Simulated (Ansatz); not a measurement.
Relaxation of CH$_{2}$ClNSn (6 atoms, charge 0, multiplicity 1), to a largest force component of 0.02 eV/Å in at most 50 steps.

Method: RKS B3LYP/def2-SVP in Ansatz 0.2.0.

```xyz
6
Properties=species:S:1:pos:R:3
N 1.877 -1.673 1.110
C 1.055 -0.900 0.637
Sn -0.366 0.427 -0.210
Cl -1.958 -0.792 -1.274
H 0.470 1.450 -1.379
H -1.036 1.424 1.070
```

Question: Where does it end, and by what steps?

Answer: The forces met the threshold. After 3 steps the energy has fallen by 0.327 eV; Sn3 moved furthest, 0.09 Å.

```csv
step,energy less start (eV),largest force component (eV/Å),accepted
0,0.0000,4.224,yes
1,-0.3016,0.592,yes
2,-0.3267,0.085,yes
3,-0.3272,0.019,yes
```

```xyz
6
Properties=species:S:1:pos:R:3
N 1.829 -1.634 1.090
C 1.063 -0.889 0.634
Sn -0.322 0.499 -0.201
Cl -1.977 -0.801 -1.262
H 0.498 1.406 -1.390
H -1.049 1.354 1.083
```

Whether the end is a true minimum wasn't checked by a vibrational analysis.

Run time: 10 s on 2 threads of Arm Neoverse V1, with other jobs on the host, peak memory 0.17 GiB.
